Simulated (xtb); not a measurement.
CH₇ClOSi₂, SMILES [SiH3]CO[SiH2]Cl. All values are semi-empirical tight-binding results from xtb (GFN2-xTB unless named), good for trends rather than for accurate numbers. The structure is a stationary point at GFN2-xTB. The structure was generated by enumeration, and PubChem lists no compound with its InChIKey, so it may never have been made. Other conformers were not sampled.

Optimised geometry:

```xyz
12

Si    -2.4327     0.7706    -0.3508
C     -0.9016     0.0018    -1.1962
O     -0.2707    -0.9621    -0.3784
Si     0.7956    -0.8151     0.8155
Cl     2.2795     0.4479     0.2829
H     -3.0400     1.6748    -1.3275
H     -2.0007     1.5092     0.8362
H     -3.3460    -0.3064     0.0265
H     -1.1864    -0.5176    -2.1159
H     -0.1753     0.7734    -1.4732
H      1.2731    -2.1805     0.9079
H      0.2182    -0.2582     2.0357
```

The orbital gap comes out as 5.46 eV, the dipole moment comes out as 2.19 D and the zero-point energy is 45.9 kcal/mol. The G − E(el) at 298.15 K (modified RRHO) is 24.6 kcal/mol, the static polarisability (D4 model) is 89.5 bohr³ and the solvation energy, GFN2-xTB/ALPB(water) comes out as 0.1 kcal/mol. The solvation energy, GFN2-xTB/ALPB(acetone) is -4.2 kcal/mol.

Computed atomic charges and the Wiberg bond orders between heavy atoms:
charges (e) Si1 0.44, C2 -0.02, O3 -0.37, Si4 0.54, Cl5 -0.26, H6 -0.09, H7 -0.08, H8 -0.07, H9 0.03, H10 0.01, H11 -0.06, H12 -0.07. Bond orders Si1–C2 0.86, C2–O3 0.97, O3–Si4 1.21, Si4–Cl5 1.07.
